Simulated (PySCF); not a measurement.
Bonds: Be1-Cl2 1.827 Å, Be1-F3 1.583 Å, Be1-F6 1.586 Å, F3-Be4 1.586 Å, Be4-Cl5 1.827 Å, Be4-F6 1.583 Å.

Geometry: PBE0-D3(BJ)/def2-SVP; GIAO absolute shieldings from PySCF 2.14.0 with density-fitted response routines, gas phase, non-relativistic, averaged over equivalent atoms.

At PBE0/pcSseg-1 (106 basis functions, 5.4 s wall time on 1 thread of an Arm Neoverse V1, shared host):
| atoms | σ (ppm) |
| --- | --- |
| Be1/Be4 | 104.3 |
| Cl2/Cl5 | 997.4 |
| F3/F6 | 344.1 |

Predict the values at KT2/pcSseg-1 on the same geometry.

## Answers


```json
{"atoms": "Be1/Be4", "σ at KT2/pcSseg-1": "103.5", "change": "-0.8"}
{"atoms": "Cl2/Cl5", "σ at KT2/pcSseg-1": "992.3", "change": "-5.1"}
{"atoms": "F3/F6", "σ at KT2/pcSseg-1": "329.9", "change": "-14.2"}
```

The largest change is at F3/F6 (fluorine bonded to 2 Be). Cost: 106 basis functions, 6.6 s wall time on 1 thread of an Arm Neoverse V1, shared host.
